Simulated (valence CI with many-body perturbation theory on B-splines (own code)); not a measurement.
**Level structure of Dy35+**

Calculated by relativistic CI+MBPT: three valence electrons over a frozen Dirac-Fock core [Ar] 3d10, a basis of 11 s, 11 p, 10 d, 8 f, 5 g, 2 h functions for each j, with the one-electron correlation potential Σ1 (screened to all orders), the two-electron term Σ2, the three-electron term Σ3, Breit, model QED; selected single and double excitations, second order for the rest, scaled by the run's own slope (own B-spline code, finite nucleus).

The last digits are not significant, and no measured levels were compared; by estimate large intervals hold to a few tenths of a per cent, small ones and those within an open d or f shell to about a per cent.

Levels 136 to 180 of 189, with energies above the lowest level, (4s^2 4p1/2) J=1/2. "Leading %" is the weight of the configuration and term that name the level; weights of strongly mixed levels are sums over their largest components and can fall short, so below about 35 % the name and the second component can differ from the true leading terms, or belong to a minority configuration. In the jj column 3d3/2^4 stands for four electrons in 3d with j = 3/2. Lifetimes count E1, E2, E3, M1 and M2 decay at the calculated energies, and are blank where another channel may lead or the interval is too uncertain; long ones can be off by a factor of two.

| No. | Configuration | Term | J | E (Ry) | Leading % | Leading jj | Lifetime | Second component |
| --- | --- | --- | --- | --- | --- | --- | --- | --- |
| 136 | 4p²4f | ²F° | 7/2 | 40.087 | 38 | 4p1/2 4p3/2 4f7/2 (44 %) | 1.95 ps | 16 % 4p²4f ⁴F° |
| 137 | 4p²4f | ²D° | 5/2 | 40.115 | 39 | 4p1/2 4p3/2 4f7/2 (52 %) | 2.21 ps | 34 % 4p²4f ⁴D° |
| 138 | 4p²4f | ⁴D° | 3/2 | 40.134 | 37 | 4p1/2 4p3/2 4f5/2 (75 %) | 2.41 ps | 27 % 4p²4f ²D° |
| 139 | 4p²4f | ²P° | 1/2 | 40.190 | 50 | 4p1/2 4p3/2 4f5/2 (90 %) | 2.58 ps | 42 % 4p²4f ⁴D° |
| 140 | 4p4d² | ²P° | 1/2 | 40.614 | 75 | 4p1/2 4d5/2^2 (88 %) | 2.35 ps | 15 % 4p4d² ⁴D° |
| 141 | 4p²4f | ²F° | 5/2 | 40.715 | 47 | 4p1/2 4p3/2 4f7/2 (72 %) | 2.70 ps | 13 % 4p²4f ²D° |
| 142 | 4p²4f | ²G° | 9/2 | 40.729 | 35 | 4p1/2 4p3/2 4f7/2 (32 %) | 2.21 ps | 27 % 4p²4f ²H° |
| 143 | 4p²4f | ²D° | 3/2 | 40.832 | 44 | 4p1/2 4p3/2 4f7/2 (67 %) | 2.07 ps | 27 % 4p²4f ²P° |
| 144 | 4p²4f | ²F° | 7/2 | 41.034 | 20 | 4p1/2 4p3/2 4f7/2 (28 %) | 1.44 ps | 16 % 4p²4f ²G° |
| 145 | 4p4d² | ²D° | 3/2 | 42.009 | 32 | 4p3/2 4d3/2^2 (82 %) | 911 fs | 26 % 4p4d² ⁴F° |
| 146 | 4p4d² | ²F° | 7/2 | 42.016 | 25 | 4p3/2 4d3/2^2 (59 %) | 1.01 ps | 24 % 4p4d² ²G° |
| 147 | 4p4d² | ⁴F° | 5/2 | 42.066 | 29 | 4p3/2 4d3/2^2 (68 %) | 963 fs | 22 % 4p4d² ²F° |
| 148 | 4p4d² | ⁴G° | 9/2 | 42.180 | 43 | 4p3/2 4d3/2 4d5/2 (86 %) | 1.63 ps | 22 % 4p4d² ²G° |
| 149 | 4p4d² | ⁴D° | 1/2 | 42.249 | 70 | 4p3/2 4d3/2^2 (84 %) | 897 fs | 12 % 4p4d² ²P° |
| 150 | 4p4d² | ²F° | 7/2 | 42.250 | 30 | 4p3/2 4d3/2 4d5/2 (83 %) | 1.69 ps | 28 % 4p4d² ⁴F° |
| 151 | 4p4d² | ⁴G° | 11/2 | 42.305 | 80 | 4p3/2 4d5/2^2 (46 %) | 3.10 ps | 7 % 4p4d² ²H° |
| 152 | 4p4d² | ⁴D° | 3/2 | 42.388 | 28 | 4p3/2 4d3/2^2 (55 %) | 1.12 ps | 18 % 4p4d² ²D° |
| 153 | 4p4d² | ⁴D° | 5/2 | 42.411 | 34 | 4p3/2 4d3/2 4d5/2 (75 %) | 2.09 ps | 24 % 4p4d² ⁴P° |
| 154 | 4p4d² | ²G° | 9/2 | 42.475 | 29 | 4p3/2 4d3/2 4d5/2 (30 %) | 2.12 ps | 12 % 4s4d4f ²G° |
| 155 | 4p4d² | ²F° | 5/2 | 42.541 | 26 | 4p3/2 4d3/2 4d5/2 (62 %) | 1.63 ps | 26 % 4p4d² ⁴D° |
| 156 | 4s4d4f | ⁴H° | 7/2 | 42.594 | 15 | 4p3/2 4d3/2 4d5/2 (40 %) | 2.00 ps | 14 % 4p4d² ⁴D° |
| 157 | 4p4d² | ²S° | 1/2 | 42.662 | 44 | 4p3/2 4d3/2 4d5/2 (91 %) | 1.35 ps | 28 % 4p4d² ⁴P° |
| 158 | 4p4d² | ²H° | 11/2 | 42.704 | 58 | 4p3/2 4d3/2 4d5/2 (35 %) | 3.15 ps | 24 % 4p²4f ⁴G° |
| 159 | 4p4d² | ⁴D° | 3/2 | 42.733 | 30 | 4p3/2 4d3/2 4d5/2 (50 %) | 1.27 ps | 13 % 4p4d² ⁴P° |
| 160 | 4s4d4f | ⁴H° | 7/2 | 42.733 | 28 | 4p3/2 4d3/2 4d5/2 (49 %) | 1.62 ps | 23 % 4p4d² ⁴D° |
| 161 | 4s4d4f | ⁴H° | 7/2 | 42.824 | 51 | 4s 4d3/2 4f5/2 (35 %) | 1.81 ps | 10 % 4p4d² ²G° |
| 162 | 4s²5s | ²S | 1/2 | 42.897 | 99 | 4s^2 5s (99 %) | 221 fs |  |
| 163 | 4s4d4f | ²D° | 5/2 | 42.941 | 34 | 4p3/2 4d3/2 4d5/2 (52 %) | 1.34 ps | 31 % 4p4d² ²D° |
| 164 | 4s4d4f | ⁴H° | 9/2 | 42.970 | 64 | 4s 4d3/2 4f5/2 (37 %) | 2.35 ps | 6 % 4p4d² ²G° |
| 165 | 4p4d² | ⁴P° | 5/2 | 43.009 | 36 | 4p3/2 4d5/2^2 (58 %) | 2.42 ps | 17 % 4p4d² ²D° |
| 166 | 4s4d4f | ⁴F° | 3/2 | 43.014 | 55 | 4s 4d3/2 4f5/2 (70 %) | 1.35 ps | 17 % 4s4d4f ²D° |
| 167 | 4s4d4f | ⁴H° | 9/2 | 43.075 | 26 | 4s 4d3/2 4f7/2 (47 %) | 2.15 ps | 21 % 4s4d4f ²G° |
| 168 | 4p4d² | ⁴S° | 3/2 | 43.117 | 22 | 4p3/2 4d3/2 4d5/2 (53 %) | 1.25 ps | 19 % 4s4d4f ⁴F° |
| 169 | 4p4d² | ²F° | 7/2 | 43.163 | 30 | 4p3/2 4d5/2^2 (63 %) | 4.00 ps | 16 % 4p4d² ⁴D° |
| 170 | 4s4d4f | ⁴F° | 5/2 | 43.219 | 75 | 4s 4d3/2 4f7/2 (44 %) | 1.46 ps | 7 % 4p4d² ²D° |
| 171 | 4s4d4f | ⁴H° | 11/2 | 43.251 | 87 | 4s 4d3/2 4f7/2 (57 %) | 2.73 ps | 6 % 4s4d4f ²H° |
| 172 | 4s4d4f | ²F° | 7/2 | 43.275 | 13 | 4p3/2 4d5/2^2 (27 %) | 2.02 ps | 13 % 4s4d4f ⁴F° |
| 173 | 4s4d4f | ⁴F° | 7/2 | 43.412 | 52 | 4s 4d3/2 4f7/2 (39 %) | 1.39 ps | 14 % 4s4d4f ⁴G° |
| 174 | 4p4d² | ²F° | 5/2 | 43.438 | 42 | 4p3/2 4d3/2 4d5/2 (43 %) | 1.44 ps | 22 % 4s4d4f ⁴G° |
| 175 | 4p4d² | ²P° | 1/2 | 43.445 | 32 | 4p3/2^2 4f5/2 (41 %) | 1.63 ps | 31 % 4p²4f ⁴D° |
| 176 | 4s4d4f | ²G° | 9/2 | 43.474 | 26 | 4p3/2 4d5/2^2 (34 %) | 1.70 ps | 25 % 4p4d² ⁴F° |
| 177 | 4s4d4f | ⁴G° | 5/2 | 43.509 | 35 | 4s 4d3/2 4f5/2 (47 %) | 1.23 ps | 18 % 4p4d² ²F° |
| 178 | 4p4d² | ²D° | 3/2 | 43.520 | 28 | 4p3/2 4d3/2 4d5/2 (61 %) | 1.36 ps | 13 % 4s4d4f ²D° |
| 179 | 4s4d4f | ⁴G° | 7/2 | 43.618 | 22 | 4s 4d3/2 4f5/2 (27 %) | 1.29 ps | 12 % 4s4d4f ²F° |
| 180 | 4p²4f | ²D° | 3/2 | 43.658 | 21 | 4p3/2^2 4f5/2 (32 %) | 1.45 ps | 14 % 4s4d4f ⁴F° |

Where two levels of one J and parity lie close, their mixing, g and order are uncertain.
